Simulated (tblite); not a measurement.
C4H7 (SMILES C=C([CH2-])C), charge -1, singlet, geometry from GFN2-xTB; IPEA1-xTB run with tblite.

Input for tblite:
```
$ tblite run mol.xyz --method ipea1 --charge -1 --spin 0 --json tblite.json --no-restart

# file mol.xyz
11

C     -0.19024082     0.13060277     1.42330928
C     -0.00498966     0.11664803     0.05908609
H     -0.28744948     1.05632604     1.97577308
H     -0.20755370    -0.77968074     2.01169741
C      0.08676696     1.20492954    -0.78061181
H      0.17732246     1.09117949    -1.85501323
H     -0.03223483     2.21755638    -0.41733078
C      0.10356375    -1.24871026    -0.60034753
H      0.36600386    -2.02101005     0.12619141
H     -0.84814294    -1.53662037    -1.06173446
H      0.86145311    -1.24857125    -1.38819972
```

The log (banner, timings and long lists left out):

```
xTB calculator
 | screened Coulomb repulsion
 | Coulomb electrostatics
 |  * isotropic Klopman-Ohno-Mataga-Nishimoto electrostatics
 |  * onsite third-order electrostatics
 | DFT-D3(BJ) dispersion correction

halogen bonding energy    0.0000000000000E+00 Eh
repulsion energy          2.8647334682185E-01 Eh
dispersion energy        -3.1251452401702E-03 Eh
number of electrons       2.4000000000000E+01 e
integral cutoff           4.0000000000000E+01 bohr

------------------------------------------------------------
  cycle        total energy    energy error   density error
------------------------------------------------------------
      1     -13.62742761390  -1.3910776E+01   5.8683094E-01
      2     -13.65308796430  -2.5660350E-02   3.4303355E-01
      3     -13.52296779955   1.3012016E-01   2.1244424E-01
      4     -13.68872358259  -1.6575578E-01   1.7206835E-02
      5     -13.69006590046  -1.3423179E-03   2.4966668E-03
      6     -13.69007482122  -8.9207576E-06   1.3591619E-03
      7     -13.69007677563  -1.9544189E-06   4.4623856E-04
      8     -13.69007743239  -6.5675833E-07   1.7692219E-04
      9     -13.69007741805   1.4345996E-08   1.0263715E-04
     10     -13.69007747772  -5.9671015E-08   5.7610164E-06
------------------------------------------------------------

electronic energy        -1.3973425679299E+01 Eh
total energy             -1.3690077477718E+01 Eh

Post processing:
 | Mayer-Wiberg bond orders

[Info] JSON dump of results written to 'tblite.json'
```
